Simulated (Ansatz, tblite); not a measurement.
Forces on the cluster Sn3F4⁺ at its r2SCAN-D4/def2-SVP geometry. Total charge 1; doublet.

In the def2 sets Sn takes a core potential; there is no spin–orbit coupling. The xTB rows come from tblite. Another isomer (doublet) lies 0.54 eV lower at PBE0-D4/def2-TZVP; other spin states weren't run for this one.

GFN1-xTB (tblite), largest force 1.36 eV/Å:

```xyz
7
positions Å, forces eV/Å
Sn   -0.798    0.553   -1.977    0.285    0.012    0.410
Sn   -0.681    0.577    1.703    0.464   -0.359   -1.227
Sn    1.339   -1.334    0.353   -0.924    0.951   -0.301
F     0.593    0.841   -0.305   -0.296   -0.461    0.211
F     0.004   -1.298   -1.494    0.290   -0.164    0.258
F     1.444    0.155    1.940    0.124   -0.034    0.235
F    -1.901    0.506   -0.220    0.057    0.055    0.413
```

GFN2-xTB (tblite), largest force 2.74 eV/Å:

```
Sn -0.605 1.086 -2.443
Sn -0.753 0.010 1.434
Sn 0.718 -1.381 0.450
F 0.536 0.741 -0.247
F 0.031 -0.994 -0.477
F 1.144 0.487 1.023
F -1.070 0.050 0.260
```

PBE-D4/def2-TZVP (Ansatz), largest force 0.41 eV/Å:

```
Sn -0.055 0.103 -0.228
Sn -0.172 0.064 0.295
Sn 0.195 -0.283 0.049
F 0.222 0.319 -0.119
F -0.053 -0.268 -0.226
F 0.216 0.049 0.256
F -0.353 0.017 -0.026
```
